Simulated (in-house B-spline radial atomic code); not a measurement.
# Functionals against NIST's ionisation energies down a group: B⁺ to Tl⁺

Ionisation energies as differences of self-consistent total energies from a B-spline radial code for spherical atoms: all electrons, radial basis limit, scalar-relativistic (one-electron X2C), spin-polarised at highest spin, spherical densities; exact exchange is averaged over the determinants of each configuration. No spin-orbit coupling, Breit or QED terms. NIST's values run from ground level to ground level, so in open shells the differences also hold multiplet and fine-structure energies that spherical high-spin averages miss. Columns give computed minus NIST, in eV; a star marks a semi-empirical value. Species are left out where the tabulated value is theory, is uncertain by more than 0.12 eV, or (13 ions, such as In⁴⁺, Te⁴⁺ and Bi⁴⁺) lies off its series for all methods alike, which flatters the means a little.

```csv
species,shell,NIST (eV),PBE,wB97X,LC-wPBE,AM05
B⁺,2s,25.15,-0.54,-0.89,-0.47,-0.76
Al⁺,3s,18.83,-0.04,-0.14,-0.19,-0.23
Ga⁺,4s,20.52,+0.27,+0.23,-0.14,+0.16
In⁺,5s,18.87,+0.10,-0.06,-0.45,+0.05
Tl⁺,6s,20.43,+0.09,-0.30,-0.50,+0.09
```

(1) How do the methods rank, and which species is hardest?

## Answers

(1) Mean absolute (signed) differences: PBE 0.21 (-0.02) eV; AM05 0.26 (-0.14) eV; wB97X 0.33 (-0.23) eV; LC-wPBE 0.35 (-0.35) eV. For B⁺, which loses a 2s electron, the nearest method is off by -0.47 eV, the largest such miss.
